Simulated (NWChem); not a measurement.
# C2H6Si, singlet; SMILES [Si](C)C

Computed with NWChem. Pople sets run with spherical d functions. Low-valent species are run as closed-shell singlets; no triplet was tried in these runs. Structure relaxed at the PBE0/def2-SVP level. Level: M05-2X/6-31G* with SMD (1 M gas to 1 M solution), gas-phase geometry. Reactions with the solvent are ignored.

```
solvent          dielectric constant  solvation free energy (kcal/mol)  cavity-dispersion-structure term (kcal/mol)  dipole in solution (D)
---------------  -------------------  --------------------------------  -------------------------------------------  ----------------------
water                           78.4                              -0.4                                          2.6                    2.07
toluene                         2.37                              -2.6                                         -0.9                    1.77
cyclohexanone                   15.6                              -2.7                                          0.2                    2.02
methanol                        32.6                              -3.2                                         -0.1                    2.05
acetonitrile                    35.7                              -3.1                                         -0.1                    2.05
tetrahydrofuran                 7.43                              -2.9                                         -0.2                    1.97
```
